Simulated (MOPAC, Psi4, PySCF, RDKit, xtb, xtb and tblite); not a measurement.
Two geometries of C4H12OSi, SMILES CCCCO[SiH3], singlet, relaxed at GFN2-xTB with one dihedral held; other torsions can differ between them too.

Structure A

```
18

C     -2.1948     2.0593    -2.6332
C     -1.2582     1.3880    -1.6361
C     -0.3758     0.3409    -2.3098
C      0.5607    -0.3404    -1.3171
O      1.3773    -1.3021    -1.9122
Si     1.0157    -2.6703    -2.6948
H     -2.8462     1.3237    -3.0995
H     -1.6257     2.5567    -3.4153
H     -2.8148     2.8008    -2.1352
H     -1.8458     0.9106    -0.8487
H     -0.6262     2.1438    -1.1645
H      0.2229     0.8046    -3.0964
H     -1.0024    -0.4240    -2.7742
H      1.2275     0.4008    -0.8611
H     -0.0300    -0.8074    -0.5176
H      2.3573    -3.2045    -2.8564
H      0.3454    -2.4256    -3.9769
H      0.1356    -3.5294    -1.8942
```

Structure B

```
18

C     -2.9476    -1.3707    -3.5164
C     -1.9157    -0.4913    -2.8215
C     -1.8869    -0.7543    -1.3171
C     -0.7916     0.0407    -0.5753
O     -0.2523     1.0860    -1.3276
Si    -0.6583     2.6515    -1.3748
H     -2.7146    -2.4238    -3.3726
H     -3.9418    -1.1838    -3.1157
H     -2.9640    -1.1658    -4.5840
H     -0.9260    -0.6849    -3.2394
H     -2.1503     0.5572    -3.0040
H     -2.8643    -0.4889    -0.9059
H     -1.7313    -1.8183    -1.1348
H      0.0509    -0.6260    -0.3521
H     -1.1816     0.4154     0.3769
H      0.3398     3.1181    -2.3215
H     -2.0355     2.8717    -1.8343
H     -0.5483     3.2616    -0.0453
```

Which is lower in energy at the level Psi4 with B3LYP-D3(BJ)/def2-SVP // GFN2-xTB, and by how much?

A is lower, by 14.21 kJ/mol (dihedral C2–C3–C4–O5: 180° in A, 15° in B).

E(B) − E(A) in kJ/mol at the other levels, on the same two geometries: GFN2-xTB (xtb and tblite) 14.34; MMFF94 // GFN2-xTB (RDKit) 14.86; B3LYP/def2-SVP // GFN2-xTB (Psi4) 16.26; PBE/def2-SVP // GFN2-xTB (Psi4) 15.57; PBE-D3(BJ)/def2-SVP // GFN2-xTB (Psi4) 14.34; UFF // GFN2-xTB (RDKit) 10.28; PM7, restricted, heats of formation // GFN2-xTB (MOPAC) 11.36; AM1, restricted, heats of formation // GFN2-xTB (MOPAC) 7.90; GFN1-xTB // GFN2-xTB (xtb) 14.01; restricted B3LYP/6-31G*, spherical d, density fitting // GFN2-xTB (PySCF) 17.48; restricted BP86/6-31G*, spherical d, density fitting // GFN2-xTB (PySCF) 17.29; restricted B3LYP/3-21G // GFN2-xTB (PySCF) 14.90; restricted B3LYP/LANL2DZ, with its core potentials past Ne // GFN2-xTB (PySCF) 17.40.
